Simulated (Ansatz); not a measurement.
SnEt3(NMe2) (C8H21NSn). Total charge 0; singlet. Geometry r2SCAN-D4/def2-SVP, basis def2-TZVP, Ansatz.

```xyz
31

Sn   -0.1346   -0.3086   -0.0743
C    -2.1242   -0.9241    0.5394
C    -2.5953   -0.1676    1.7793
H    -2.1031   -2.0138    0.7135
H    -2.8069   -0.7625   -0.3125
H    -3.6219   -0.4509    2.0701
H    -1.9452   -0.3669    2.6479
H    -2.5822    0.9222    1.6155
C     0.5174   -1.2620   -1.9281
C     1.9559   -0.9141   -2.3031
H    -0.1877   -0.9531   -2.7189
H     0.3880   -2.3515   -1.8040
H     2.2684   -1.4050   -3.2415
H     2.0895    0.1710   -2.4462
H     2.6706   -1.2273   -1.5235
C     1.3109   -0.6200    1.5168
C     1.3167   -2.0583    2.0319
H     1.0591    0.0923    2.3209
H     2.3076   -0.3316    1.1419
H     2.0484   -2.2014    2.8460
H     0.3316   -2.3561    2.4287
H     1.5758   -2.7792    1.2380
N    -0.2958    1.7451   -0.2720
C     0.8921    2.5620   -0.2169
C    -1.2858    2.2681   -1.1813
H     1.4137    2.6767   -1.1971
H     1.6220    2.1493    0.4994
H     0.6483    3.5895    0.1265
H    -2.1990    1.6487   -1.1680
H    -1.5903    3.2942   -0.8867
H    -0.9438    2.3348   -2.2418
```

```json
{"run": "A", "HOMO (eV)": "-4.50", "LUMO (eV)": "-0.02"}
{"run": "B", "HOMO (eV)": "-4.29", "LUMO (eV)": "-0.44"}
{"run": "C", "HOMO (eV)": "-6.78", "LUMO (eV)": "1.08"}
{"run": "D", "HOMO (eV)": "-5.55", "LUMO (eV)": "0.40"}
{"run": "E", "HOMO (eV)": "-4.23", "LUMO (eV)": "-0.31"}
```

In the def2 sets Sn takes a core potential; there is no spin–orbit coupling.

Problem. The runs used BHLYP, PBE, PBE0, r2SCAN, revPBE. Estimate which is which.

Solution. A r2SCAN (0 % exact exchange); B PBE (0 % exact exchange); C BHLYP (50 % exact exchange); D PBE0 (25 % exact exchange); E revPBE (0 % exact exchange). Exact exchange lowers occupied and raises empty levels; among semilocal functionals meta-GGAs tend to open the gap a little, and such runs are hard to tell apart. The gap grows from 3.84 eV (PBE) to 7.86 eV (BHLYP).
